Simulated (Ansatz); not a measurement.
Ansatz (a first-principles code) input (CCSD(T)/def2-SVPD):

Ansatz 0.2 input:
```yaml
crystal:
  periodic: [false, false, false]
  atoms:
    - {symbol: Zr, position_ang: [0.01858577, 0.22847395, 0.07497822]}
    - {symbol: F, position_ang: [1.71477942, -0.44796938, -0.20933073]}
    - {symbol: F, position_ang: [-0.84756328, -0.75937769, 1.37475321]}
    - {symbol: F, position_ang: [-0.94981955, 0.19190730, -1.49865899]}
basis:
  gaussian:
    orbitals: def2-SVPD
total_charge: 1
magnetization: {spin_polarized: false}
correlation: {method: ccsd_t, electrons: outside_noble_gas}
output: {forces: true}
```

Output:

```
Functional definition: HF
integrals: 0.14 GiB planned
982 factors; integrals over basis functions are off by at most 3.1e-4 eV
mean field: 0.32 GiB planned
mean field evaluation 1: about -9363.4253 eV, gradient 8.6e1 eV
mean field evaluation 2: about -9363.5004 eV, gradient 8.6e1 eV
mean field evaluation 4: about -9375.8857 eV, gradient 3.1e0 eV
mean field evaluation 8: about -9375.9577 eV, gradient 1.9e-1 eV
mean field evaluation 16: about -9365.5183 eV, gradient 8.2e1 eV
mean field -9375.95786048 eV, -344.5600961202 hartree, gradient 1.9e-6 eV, S^2 0.000000; 0 other end points of the search recorded, 0 dependent functions left out
7 core orbitals not correlated
reference -9375.95786048 eV, -344.5600961202 hartree; 12, 12 occupied and 84, 84 virtual orbitals, 982 factors
densities: 0.61 GiB planned
second order -18.83500418 eV of doubles, -0.00000000 eV of singles
coupled cluster: 0.44 GiB planned
cycle   1  -17.73595223 eV  change     1.1e0 eV  update   1.8e-1
cycle   2  -18.40386202 eV  change   -6.7e-1 eV  update   8.0e-2
cycle   3  -18.51235396 eV  change   -1.1e-1 eV  update   2.8e-2
cycle   4  -18.51177563 eV  change    5.8e-4 eV  update   6.8e-3
cycle   5  -18.50215476 eV  change    9.6e-3 eV  update   2.0e-3
cycle   6  -18.50215942 eV  change   -4.7e-6 eV  update   8.1e-4
cycle   7  -18.50292534 eV  change   -7.7e-4 eV  update   3.1e-4
cycle   8  -18.50277624 eV  change    1.5e-4 eV  update   9.3e-5
cycle   9  -18.50273969 eV  change    3.7e-5 eV  update   3.7e-5
cycle  10  -18.50278586 eV  change   -4.6e-5 eV  update   1.5e-5
cycle  11  -18.50277000 eV  change    1.6e-5 eV  update   6.3e-6
perturbative correction -0.56719911 eV, -0.0208441830 hartree
the calculation of the forces begins
Total energy: -9395.02782959 eV, -345.2609045589 hartree
Atom 0 at     0.018586     0.228474     0.074978 Å, force     0.052012     0.639385     0.209827 eV/Å
Atom 1 at     1.714779    -0.447969    -0.209331 Å, force     0.808136    -0.265002    -0.116492 eV/Å
Atom 2 at    -0.847563    -0.759378     1.374753 Å, force    -0.405851    -0.412541     0.634015 eV/Å
Atom 3 at    -0.949820     0.191907    -1.498659 Å, force    -0.454298     0.038158    -0.727350 eV/Å
Dipole moment:     0.081094     0.996887     0.327148 e Å
```
